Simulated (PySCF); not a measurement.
C3H9N, charge -1, doublet, at the geometry of the source list (a state made from the parent by changing its charge; the spin is typed, not shown lowest) (in this run its highest filled SCF level lies above zero, so its values depend strongly on the basis, on diffuse functions most of all); MP2/6-311G** (PySCF).

Input for PySCF:
```python
from pyscf import gto, scf, mp

mol = gto.M(
    atom='''
C    -0.61420000    1.11590000    0.56410000
C    -0.09010000    0.02020000   -0.36040000
C     1.35060000   -0.34120000   -0.00900000
N    -0.92020000   -1.16670000   -0.18850000
H     0.00310000    2.00670000    0.48570000
H    -0.60020000    0.76100000    1.59070000
H    -1.63700000    1.37810000    0.30330000
H    -0.11220000    0.39990000   -1.40170000
H     1.72360000   -1.11430000   -0.67700000
H     1.39180000   -0.71630000    1.00970000
H     1.99300000    0.53090000   -0.09460000
H    -0.60270000   -1.91270000   -0.79820000
H    -1.88540000   -0.96140000   -0.42410000
''',
    basis='6-311g**',
    charge=-1,
    spin=1,
    verbose=4,
)

mf = scf.UHF(mol)
mf.kernel()

pt = mp.MP2(mf, frozen=4)
pt.kernel()
print('E(MP2) = %.10f' % pt.e_tot)
```

Output, abridged:

```
PySCF version 2.14.0

[INPUT] verbose = 4
[INPUT] num. atoms = 13
[INPUT] num. electrons = 35
[INPUT] charge = -1
[INPUT] spin (= nelec alpha-beta = 2S) = 1
[INPUT] symmetry False subgroup None
[INPUT] Mole.unit = angstrom
[INPUT] Symbol           X                Y                Z      unit          X                Y                Z       unit  Magmom
[INPUT]  1 C     -0.614200000000   1.115900000000   0.564100000000 AA   -1.160669785708   2.108745382402   1.065994506867 Bohr   0.0
[INPUT]  2 C     -0.090100000000   0.020200000000  -0.360400000000 AA   -0.170264323823   0.038172467716  -0.681057295293 Bohr   0.0
[INPUT]  3 C      1.350600000000  -0.341200000000  -0.009000000000 AA    2.552264103838  -0.644774553702  -0.017007535121 Bohr   0.0
[INPUT]  4 N     -0.920200000000  -1.166700000000  -0.188500000000 AA   -1.738925979825  -2.204743469530  -0.356213374481 Bohr   0.0
[INPUT]  5 H      0.003100000000   2.006700000000   0.485700000000 AA    0.005858150986   3.792113414165   0.917839978701 Bohr   0.0
[INPUT]  6 H     -0.600200000000   0.761000000000   1.590700000000 AA   -1.134213619964   1.438081580794   3.005987346346 Bohr   0.0
[INPUT]  7 H     -1.637000000000   1.378100000000   0.303300000000 AA   -3.093481665913   2.604231572263   0.573153933581 Bohr   0.0
[INPUT]  8 H     -0.112200000000   0.399900000000  -1.401700000000 AA   -0.212027271176   0.755701477214  -2.648829108803 Bohr   0.0
[INPUT]  9 H      1.723600000000  -1.114300000000  -0.677000000000 AA    3.257131948300  -2.105721820603  -1.279344586331 Bohr   0.0
[INPUT] 10 H      1.391800000000  -0.716300000000   1.009700000000 AA    2.630120820170  -1.353610823026   1.908056467973 Bohr   0.0
[INPUT] 11 H      1.993000000000   0.530900000000  -0.094600000000 AA    3.766224166258   1.003255599532  -0.178768091384 Bohr   0.0
[INPUT] 12 H     -0.602700000000  -1.912700000000  -0.798200000000 AA   -1.138937935275  -3.614479158456  -1.508379392628 Bohr   0.0
[INPUT] 13 H     -1.885400000000  -0.961400000000  -0.424100000000 AA   -3.562889635255  -1.816782696157  -0.801432849428 Bohr   0.0

nuclear repulsion = 136.088350249605
number of shells = 68
number of NR pGTOs = 196
number of NR cGTOs = 126
basis = 6-311g**
ecp = {}

******** <class 'pyscf.scf.uhf.UHF'> ********
method = UHF
initial guess = minao
damping factor = 0
level_shift factor = 0
DIIS = <class 'pyscf.scf.diis.CDIIS'>
diis_start_cycle = 1
diis_space = 8
diis_damp = 0
SCF conv_tol = 1e-09
SCF conv_tol_grad = None
SCF max_cycles = 50
direct_scf = True
direct_scf_tol = 1e-13
number electrons alpha = 18  beta = 17
Set gradient conv threshold to 3.16228e-05
init E= -173.843253678663

cycle= 1 E= -173.14110279777  delta_E= 0.702  |g|= 0.266  |ddm|= 4.37
cycle= 2 E= -173.184109842824  delta_E= -0.043  |g|= 0.0977  |ddm|= 0.849
cycle= 3 E= -173.188997801746  delta_E= -0.00489  |g|= 0.0406  |ddm|= 0.237
cycle= 4 E= -173.190144824683  delta_E= -0.00115  |g|= 0.00734  |ddm|= 0.229
cycle= 5 E= -173.190352630843  delta_E= -0.000208  |g|= 0.00517  |ddm|= 0.176
cycle= 6 E= -173.190485101886  delta_E= -0.000132  |g|= 0.00364  |ddm|= 0.151
cycle= 7 E= -173.190654481925  delta_E= -0.000169  |g|= 0.00208  |ddm|= 0.295
cycle= 8 E= -173.190715536354  delta_E= -6.11e-05  |g|= 0.000896  |ddm|= 0.236
cycle= 9 E= -173.190724039929  delta_E= -8.5e-06  |g|= 0.000571  |ddm|= 0.0796
cycle= 10 E= -173.190726808504  delta_E= -2.77e-06  |g|= 0.000409  |ddm|= 0.0311
cycle= 11 E= -173.190728903813  delta_E= -2.1e-06  |g|= 0.000267  |ddm|= 0.0315
cycle= 12 E= -173.19072994035  delta_E= -1.04e-06  |g|= 0.000162  |ddm|= 0.0247
cycle= 13 E= -173.190730326081  delta_E= -3.86e-07  |g|= 8.36e-05  |ddm|= 0.0174
cycle= 14 E= -173.190730422174  delta_E= -9.61e-08  |g|= 3.31e-05  |ddm|= 0.0107
cycle= 15 E= -173.19073042826  delta_E= -6.09e-09  |g|= 1.67e-05  |ddm|= 0.00208
cycle= 16 E= -173.190730430011  delta_E= -1.75e-09  |g|= 7.25e-06  |ddm|= 0.00153
cycle= 17 E= -173.190730430163  delta_E= -1.53e-10  |g|= 4.01e-06  |ddm|= 0.000291
Extra cycle  E= -173.190730430221  delta_E= -5.75e-11  |g|= 2.73e-06  |ddm|= 8.78e-05
converged SCF energy = -173.190730430221  <S^2> = 0.75274529  2S+1 = 2.0027434

******** <class 'pyscf.mp.ump2.UMP2'> ********
nocc = (np.int64(14), np.int64(13)), nmo = (122, 122)
frozen orbitals 4
E(UMP2) = -173.868844031698  E_corr = -0.678113601477303
E(SCS-UMP2) = -173.862273387367  E_corr = -0.671542957146494
E_corr(same-spin) = -0.164069266876465
E_corr(oppo-spin) = -0.514044334600838
E(MP2) = -173.8688440317
```
